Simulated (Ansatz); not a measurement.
C2H8AlBSi (`B/C=[CH]/[AlH][SiH3]`). Total charge 0; spin multiplicity 1.

| atom | x (Å) | y (Å) | z (Å) |
| --- | --- | --- | --- |
| B1 | -0.474 | 1.576 | 2.377 |
| C2 | -0.228 | 0.731 | 1.109 |
| C3 | 1.007 | 0.558 | 0.588 |
| Al4 | 1.310 | -0.513 | -1.025 |
| Si5 | -0.671 | -1.531 | -2.065 |
| H6 | -1.570 | 1.730 | 2.831 |
| H7 | 0.465 | 2.090 | 2.915 |
| H8 | -1.069 | 0.250 | 0.603 |
| H9 | 1.819 | 1.055 | 1.124 |
| H10 | 2.781 | -0.689 | -1.600 |
| H11 | -0.342 | -2.321 | -3.285 |
| H12 | -1.663 | -0.489 | -2.460 |
| H13 | -1.365 | -2.447 | -1.112 |

(1) Give the diagnostics of a CCSD(T)/def2-TZVPP run (frozen core, Ansatz 0.2.0). (Best estimate.)

Results:

(1) The calculation gave: T1 = 0.0122, largest single amplitude 0.017, largest double 0.044, (T) share of the correlation energy 4.0 %, 9 CCSD cycles. The RHF solution is unstable towards an unrestricted one. T1 lies under the customary mark of 0.02 for closed shells.
